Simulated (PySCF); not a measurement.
Fe(Cp)(CO)2(Me), C8H8FeO2, singlet, GFN2-xTB optimised geometry.

```
19

Fe    -0.40    -0.22     0.00
C      1.93    -0.22     0.00
C      1.46     1.11     0.00
C      0.73     1.32    -1.20
C      0.73     0.10    -1.92
C      1.46    -0.86    -1.17
H      2.59    -0.66     0.73
H      1.73     1.88     0.70
H      0.35     2.26    -1.55
H      0.35    -0.04    -2.92
H      1.73    -1.84    -1.51
O     -2.59    -1.88    -0.89
C     -1.69    -1.24    -0.56
O     -2.49     1.35     1.20
C     -1.63     0.76     0.73
C     -0.42    -1.32     1.69
H      0.11    -2.25     1.47
H     -1.38    -1.58     2.12
H      0.14    -0.76     2.44
```

Density from PBE0/def2-SVP in PySCF at that geometry.

Minimum of the electron density along straight lines between bonded atoms, close to the bond critical point (lines longer than 1.1 times the sum of covalent radii, or with two minima, are not listed):

```
bond     length / Å  ρ at the minimum / e bohr⁻³  ∇²ρ there / e bohr⁻⁵  position (fraction from the first atom)
-------  ----------  ---------------------------  --------------------  ---------------------------------------
Fe1–C3        2.284                        0.051                  0.20                                     0.48
C2–C3         1.411                        0.296                 -0.71                                     0.50
Fe1–C4        2.254                        0.056                  0.20                                     0.49
C3–C4         1.421                        0.291                 -0.69                                     0.50
Fe1–C5        2.255                        0.056                  0.20                                     0.49
C4–C5         1.410                        0.297                 -0.70                                     0.50
Fe1–C6        2.282                        0.051                  0.20                                     0.48
C2–C6         1.412                        0.296                 -0.70                                     0.50
C5–C6         1.421                        0.292                 -0.69                                     0.50
C2–H7         1.078                        0.284                 -1.10                                     0.64
C3–H8         1.078                        0.283                 -1.09                                     0.64
C4–H9         1.078                        0.283                 -1.10                                     0.64
C5–H10        1.078                        0.283                 -1.10                                     0.64
C6–H11        1.078                        0.283                 -1.09                                     0.64
Fe1–C13       1.740                        0.162                  0.59                                     0.51
O12–C13       1.147                        0.464                  1.07                                     0.67
Fe1–C15       1.740                        0.162                  0.58                                     0.51
O14–C15       1.147                        0.464                  1.07                                     0.67
Fe1–C16       2.011                        0.108                     ?                                     0.50
C16–H17       1.091                        0.272                 -0.97                                     0.62
C16–H18       1.088                        0.274                 -0.99                                     0.62
C16–H19       1.091                        0.272                 -0.97                                     0.62
```

Some entries are withheld; supply them.


- Fe1–C16, ∇²ρ there / e bohr⁻⁵: 0.13
